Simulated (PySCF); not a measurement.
InO, doublet, geometry from GFN2-xTB (such geometries of metal compounds can be far from the true shape) (core potentials on In). Base run: CAMB3LYP/def2-SVP run with PySCF.

PySCF was given this input:
```python
from pyscf import gto, scf, dft

mol = gto.M(
    atom='''
In   -0.000000   -0.000000   -0.259256
O     0.000000    0.000000    1.587945
''',
    basis='def2-svp',
    ecp={'In': 'def2-svp'},
    charge=0,
    spin=1,
    verbose=4,
)

mf = dft.UKS(mol)
mf.xc = 'camb3lyp'
mf.kernel()
mf.analyze()
```

Each row names what was changed in the base input (with any setting that the change needs).

| change | ΔE vs base (µEh) | SCF cycles | <S^2> | outcome |
|---|---|---|---|---|
| base | 0.0 | 11 | 0.766 | converged |
| init_guess = sap | 0.0 | 19 | 0.766 | converged |
| diis_space = 2 | 0.0 | 25 | 0.766 | converged |
| level_shift = 1.0 (with mf.max_cycle = 100) | 0.0 | 34 | 0.766 | converged |
| solver = newton; init_guess = 1e | 0.0 | - | 0.766 | converged |
| init_guess = mod_huckel | 0.0 | 14 | 0.766 | converged |
| conv_tol_grad = 1e-3 | 0.0 | 11 | 0.766 | converged |
| init_guess = atom | 0.0 | 13 | 0.766 | converged |
| diis = off (with mf.max_cycle = 100) | - | 100 | - | not converged |
| conv_tol = 1e-6 | 0.0 | 9 | 0.766 | converged |
| conv_tol = 1e-11 | 0.0 | 13 | 0.766 | converged |
| diis_space = 12 | 0.0 | 11 | 0.766 | converged |
| init_guess = huckel | 0.0 | 15 | 0.766 | converged |

Open shells are given as the SCF converged; they aren't shown to be the lowest states, and a large step between rows can be another state.
